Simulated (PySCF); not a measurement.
## C₆ coefficients of unlike pairs at UHF

Calculated with PySCF 2.14 from the dipole response of each species, C₆(A,B) = (3/π) ∫ α_A(iu) α_B(iu) du, in atomic units, from isotropic polarisabilities. For ions this is the dispersion term alone; charge-induced terms of lower order in 1/R come first.

```tsv
species	configuration	basis	relativity	α (bohr³)	C₆ (like pair)
Ge⁺	[Ar] 3d10 4s2 4p1 (2P)	aug-cc-pVTZ-PP with one added diffuse shell each of s, d, f type with ECP10MDF (7s5p5d3f)	core potential	19.87	115.9
Li⁺	1s2 (1S)	dyall-acv3z (15s9p3d)	none	0.1894	0.07659
Bi²⁺	[Xe] 4f14 5d10 6s2 6p1 (2P)	aug-cc-pVQZ-PP with one added diffuse shell each of s, p, d, f, g type with ECP60MDF (8s8p6d4f3g)	core potential	16.98	124.8
Ar	[Ar] (1S)	x2c-TZVPPall with one added diffuse shell each of s, p, d type (6s6p4d1f)	spin-free X2C	10.71	62.26
```

Q: Estimate C₆ for Ar with Li⁺.

A: The integral gives 1.796. The combination rule 2 C_A C_B / (C_A α_B/α_A + C_B α_A/α_B) gives 1.755 and the geometric mean 2.184.

No spin-orbit coupling is included.

The other pairs:

```
     pair     C₆
 Ar, Bi²⁺  87.72
Bi²⁺, Li⁺  2.534
Bi²⁺, Ge⁺  117.1
 Li⁺, Ge⁺  2.026
  Ar, Ge⁺  81.43
```
